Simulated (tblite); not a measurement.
C5H9OP.
Numbering: `[CH3:1]/[CH:2]=[P:3]\[CH2:4][C:5]([CH3:6])=[O:7]` (hydrogens: H8, H9, H10 on C1; H11 on C2; H12, H13 on C4; H14, H15, H16 on C6)

A start from a force field or distance geometry was refined with tblite 0.8.0, GFN2-xTB geometry optimisation, gas phase. Values at the start:

```json
{"coordinate": "C1–C2", "start": "1.523 Å"}
{"coordinate": "C1–H8", "start": "1.095 Å"}
{"coordinate": "C2=P3", "start": "1.647 Å"}
{"coordinate": "C2–H11", "start": "1.095 Å"}
{"coordinate": "P3–C4", "start": "1.844 Å"}
{"coordinate": "C4–C5", "start": "1.499 Å"}
{"coordinate": "C4–H12", "start": "1.118 Å"}
{"coordinate": "C5–C6", "start": "1.516 Å"}
{"coordinate": "C5=O7", "start": "1.205 Å"}
{"coordinate": "C6–H14", "start": "1.103 Å"}
{"coordinate": "C1–C2–P3", "start": "119.7°"}
{"coordinate": "C2–P3–C4", "start": "122.5°"}
{"coordinate": "P3–C4–C5", "start": "106.1°"}
{"coordinate": "C4–C5–C6", "start": "114.3°"}
{"coordinate": "C4–C5–O7", "start": "123.4°"}
{"coordinate": "C6–C5–O7", "start": "122.3°"}
{"coordinate": "C2–P3–C4–C5", "start": "-119°"}
{"coordinate": "P3–C4–C5–C6", "start": "-62°"}
```

Task: How do these coordinates change at the GFN2-xTB level?

Result: 
| coordinate | GFN2-xTB (Å or °) | change |
| --- | --- | --- |
| P3–C4 | 1.894 | +0.050 |
| C1–C2 | 1.489 | -0.034 |
| C4–H12 | 1.091 | -0.027 |
| C2=P3 | 1.672 | +0.025 |
| C6–H14 | 1.089 | -0.014 |
| C2–H11 | 1.084 | -0.011 |
| C5–C6 | 1.506 | -0.010 |
| C5=O7 | 1.208 | +0.003 |
| C1–H8 | 1.093 | -0.002 |
| C4–C5 | 1.499 | 0.000 |
| C2–P3–C4 | 103.2 | -19.3 |
| C1–C2–P3 | 130.2 | +10.5 |
| P3–C4–C5 | 107.5 | +1.4 |
| C4–C5–O7 | 122.6 | -0.8 |
| C6–C5–O7 | 123.0 | +0.7 |
| C4–C5–C6 | 114.4 | +0.1 |
| C2–P3–C4–C5 | -82 | +37 |
| P3–C4–C5–C6 | -77 | -15 |

The energy falls by 69.0 kJ/mol over 112 L-BFGS steps, the largest force on an atom goes from 3.55 to 0.008 eV/Å, and the atoms move by 0.684 Å rms after alignment. The bond that changes most is P3–C4 (ends: phosphorus bonded to 2 C; sp3 carbon bound to phosphorus), which lengthens by 0.050 Å. Bonds longer at the end by more than 0.005 Å: 3 of 15; shorter: 9. Among the dihedrals that turn most is C4–C5–C6–H16, from -151° to 169°. Rotational constants go from 4166, 1230, 1049 to 3177, 1636, 1235 MHz.

Its GFN2-xTB frequencies are all real (lowest 36 cm⁻¹). One conformer, not necessarily the lowest. 3 starts were optimised and ended at 0.00, 0.03 and 2.12 kcal/mol (GFN2-xTB); the lowest of these is shown.

These are computed values.
